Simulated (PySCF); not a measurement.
C₂F₃O, SMILES FC(F)(F)[C]=O, multiplicity 2. Atoms are numbered in the order given.

```xyz
6

O     -0.0028     2.0741     0.0000
C      0.6242     1.0791     0.0000
C      0.0198    -0.3529     0.0000
F     -1.3131    -0.3373     0.0000
F      0.4431    -0.9953     1.0864
F      0.4431    -0.9953    -1.0864
```
Charge 0, spin multiplicity 2.

Coordinates come from a r2SCAN-D4/def2-SVP optimisation. The isomer is the one that the SMILES or the coordinates give; other isomers of the formula were not compared.

Two levels are set side by side: PBE/pcH-1 (PySCF) and B3LYP/pcH-1 (PySCF). Contact hyperfine couplings, same geometry. Differences are taken from unrounded values.

```
quantity                      B3LYP    PBE  PBE minus B3LYP
----------------------------  -----  -----  ---------------
A(iso) of 17O, atom O1 (MHz)  -34.1  -22.5             11.6
A(iso) of 13C, atom C2 (MHz)  430.6  399.7            -30.9
A(iso) of 13C, atom C3 (MHz)  245.9  240.1             -5.8
A(iso) of 19F, atom F4 (MHz)  100.5   99.9             -0.5
A(iso) of 19F, atom F5 (MHz)   -3.9   -1.2              2.7
A(iso) of 19F, atom F6 (MHz)   -3.9   -1.2              2.7
```

Rough cost on one machine, each run with all the roots and properties that it gave: B3LYP against PBE within a factor of 2.
